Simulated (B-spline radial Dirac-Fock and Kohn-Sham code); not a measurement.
# Rh⁶⁺: input and output of one calculation

ΔSCF core binding energies without Breit or QED terms, calculated with a B-spline atomic structure program.

Input (task.json):

```json
{"items": [{"Z": 45, "q": 6, "cfg": [[1, 0, 2], [2, 0, 2], [2, 1, 6], [3, 0, 2], [3, 1, 6], [3, 2, 10], [4, 0, 2], [4, 1, 6], [4, 2, 3]], "A": 103, "rrms": 4.4945, "do": "settings", "holes": ["K", "L3", "M5"],
  "settings": [{"rel": "dirac", "method": "hf", "nuc": "fermi", "radius_factor": 1.0, "rmax": 45.0, "h": 0.3, "order": 8, "points": 10, "c_factor": 1.0, "maxit": 60, "damp": 0.5, "ndamp": 3, "tol": 1e-06}]}]}
```

Command: `python xray2_run.py task.json out`

Ground-state iterations:

```
iter   energy (Ha)        error
   1    -4765.37627938  1.59e+00
   2    -4772.83096484  3.43e-01
   3    -4773.77932200  8.61e-02
   4    -4773.86949427  2.77e-02
   5    -4773.87877818  1.33e-02
   6    -4773.88010130  1.26e-03
   7    -4773.88011349  9.98e-05
   8    -4773.88011357  7.79e-06
```

The ground state converged in 8 iterations, with total energy -4773.88011 Ha, virial ratio 1.95893 and highest orbital energy -96.22 eV. ΔSCF binding energies: K (1s) 23398.2 eV, L3 (2p3/2) 3121.3 eV, M5 (3d5/2) 416.7 eV.
